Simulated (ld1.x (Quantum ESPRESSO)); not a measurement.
La, TM: configuration errors across variants

```
Element                 : lanthanum (La)
Generator               : ld1.x (Quantum ESPRESSO) 7.5
Type                    : norm-conserving Troullier–Martins (Kleinman–Bylander form)
Functional              : PBEsol
Relativity              : scalar-relativistic
Frozen core             : [Kr] 4d10
Valence charge          : 11
Reference configuration : 4f0 5s2 5p6 5d1 6s2 6p0
Partial waves           : 5s (bound): rc 2.75 bohr; 5d (bound): rc 2.95 bohr; 4f (bound, empty): rc 1.85 bohr; 5p (bound): rc 2.75 bohr
Local potential         : the p channel
Core correction         : none
```

Occupied shells without a wave of their own: 6s. They enter only through the test configuration that unscreens the potential.

All-electron excitation energies from the reference (eV): (1) 4f0 5s2 5p6 5d1 6s1 6p0 5.999; (2) 4f0 5s2 5p6 5d1 6s0 6p0 16.847; (3) 4f0 5s2 5p6 5d0 6s0 6p0 35.754; (4) 4f0 5s2 5p6 5d1.5 6s1.5 6p0 0.355; (5) 4f0 5s2 5p6 5d1 6s0 6p1 8.982; (6) 4f0 5s2 5p6 5d0 6s2 6p0 6.403.

For the base: The 6s level has no wave, so the channel is fitted at the deeper level alone: the likely source of the large errors.

On the changes marked as counting shells twice: ld1.x takes every shell without a wave as core, so the model core holds the marked electrons as well and exchange and correlation see them twice. This cancels in the reference configuration, but the file is broken for other ones, and its errors say nothing about a proper core correction.

The overlap operator is not positive definite (basis up to 400 Ry) in “type ultrasoft; waves now 5s (bound): rcut 2.40, rcutus 2.75 bohr; 6s (bound): rcut 2.40, rcutus 2.75 bohr; 5p (bound): rcut 2.40, rcutus 2.75 bohr; 6p (bound): rcut 2.40, rcutus 2.75 bohr; 5d (bound): rcut 2.55, rcutus 2.95 bohr; 5d channel at 0.35 Ry: rcut 2.55, rcutus 2.95 bohr; 4f (bound): rcut 1.60, rcutus 1.85 bohr; 4f channel at 0.15 Ry: rcut 1.60, rcutus 1.85 bohr; local potential all-electron potential smoothed inside 1.65 bohr (lloc = -2); augmentation built from norm-conserving waves at rcut, not smoothed further”. Such files are unfit for use, however small their errors in these radial tests.

Tests that are not counted but printed errors over 1 eV. “base”: 4f0 5s2 5p6 5d1 6s1 6p1 (an occupied level unbound or not found, printed error -2.1 eV). “core correction a·sin(br)/r model core inside 1.90 bohr (6s counted twice)”: 4f0 5s2 5p6 5d1 6s1 6p1 (an occupied level unbound or not found, printed error -2.2 eV). “wave 4f (bound): rc 1.85 bohr becomes 4f (bound): rc 1.72 bohr”: 4f0 5s2 5p6 5d1 6s1 6p1 (an occupied level unbound or not found, printed error -2.1 eV). “wave 5p (bound): rc 2.75 bohr becomes 5p (bound): rc 3.78 bohr”: 4f0 5s2 5p6 5d1 6s1 6p1 (an occupied level unbound or not found, printed error -2.2 eV). “all radii scaled by about 1.30 (s 3.56, p 3.56, d 3.82, f 2.40 bohr)”: 4f0 5s2 5p6 5d1 6s1 6p1 (pseudo-atom not self-consistent, printed error -758 eV).

5 further variants failed, have other tests or another functional or relativity, and are left out.

The file “wave 5p (bound): rc 2.75 bohr becomes 5p (bound): rc 3.78 bohr” misses its own reference levels by 0.3 eV. The file “type ultrasoft; waves now 5s (bound): rcut 2.40, rcutus 2.75 bohr; 6s (bound): rcut 2.40, rcutus 2.75 bohr; 5p (bound): rcut 2.40, rcutus 2.75 bohr; 6p (bound): rcut 2.40, rcutus 2.75 bohr; 5d (bound): rcut 2.55, rcutus 2.95 bohr; 5d channel at 0.35 Ry: rcut 2.55, rcutus 2.95 bohr; 4f (bound): rcut 1.60, rcutus 1.85 bohr; 4f channel at 0.15 Ry: rcut 1.60, rcutus 1.85 bohr; local potential all-electron potential smoothed inside 1.65 bohr (lloc = -2); augmentation built from norm-conserving waves at rcut, not smoothed further” misses its own reference levels by 1.8 eV. The file “all radii scaled by about 1.30 (s 3.56, p 3.56, d 3.82, f 2.40 bohr)” misses its own reference levels by 1.3 eV. The file “wave 5p (bound): rc 2.75 bohr becomes 5p (bound): rc 4.24 bohr” misses its own reference levels by 0.3 eV.

Errors AE − PS in meV (a dash: test not solved or not reliable):

| change | (1) | (2) | (3) | (4) | (5) | (6) | bound ghosts |
| --- | --- | --- | --- | --- | --- | --- | --- |
| base | -348 | -934 | -1310 | -123 | -8313 | +0.5 | none |
| core correction a·sin(br)/r model core inside 1.90 bohr (6s counted twice) | -487 | -1584 | -2291 | -127 | -9400 | -50 | none |
| wave 4f (bound): rc 1.85 bohr becomes 4f (bound): rc 1.72 bohr | -348 | -934 | -1310 | -123 | -8313 | +0.5 | none |
| wave 5p (bound): rc 2.75 bohr becomes 5p (bound): rc 3.78 bohr | -425 | -1123 | -1552 | -151 | -8451 | -6.7 | none |
| type ultrasoft; waves now 5s (bound): rcut 2.40, rcutus 2.75 bohr; 6s (bound): rcut 2.40, rcutus 2.75 bohr; 5p (bound): rcut 2.40, rcutus 2.75 bohr; 6p (bound): rcut 2.40, rcutus 2.75 bohr; 5d (bound): rcut 2.55, rcutus 2.95 bohr; 5d channel at 0.35 Ry: rcut 2.55, rcutus 2.95 bohr; 4f (bound): rcut 1.60, rcutus 1.85 bohr; 4f channel at 0.15 Ry: rcut 1.60, rcutus 1.85 bohr; local potential all-electron potential smoothed inside 1.65 bohr (lloc = -2); augmentation built from norm-conserving waves at rcut, not smoothed further | +734 | +2209 | +2165 | +709 | +1560 | -1236 | not determined (overlap not positive) |
| all radii scaled by about 1.30 (s 3.56, p 3.56, d 3.82, f 2.40 bohr) | -1793 | -4817 | -6630 | -629 | -12278 | -60 | none |
| wave 5p (bound): rc 2.75 bohr becomes 5p (bound): rc 4.24 bohr | -432 | -1273 | -1890 | -137 | – | +22 | none |

Task: Give the same row for: wave 5d (bound): rc 2.95 bohr becomes 5d (bound): rc 1.88 bohr.

Result: -348, -934, -1310, -123, -8314, +1.3; bound ghosts: none. Not counted: 4f0 5s2 5p6 5d1 6s1 6p1 (an occupied level unbound or not found, printed error -2.1 eV).
